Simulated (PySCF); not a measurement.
C₃H₃, SMILES c1c[cH+]1, charge +1. Heavy atoms are numbered as in [cH:1]1[cH:2][cH+:3]1. Hydrogens are named by the atom that carries them.

The structure is a stationary point at PBE-D3(BJ)/def2-TZVP.

Level of theory: B3LYP/pcSseg-2 (PySCF).

GIAO shieldings, no solvent; atoms alike by connectivity are averaged. δ = σ(ref) − σ: ¹³C against TMS (σ = 181.3 ppm); ¹H against TMS (σ = 31.68 ppm), references at their B3LYP-D3(BJ)/def2-TZVP geometries, non-relativistic.

```tsv
nucleus	atoms	count	δ (ppm)
¹³C	C1 (CH)	3	187.1
¹H	H on C1	3	10.98
```
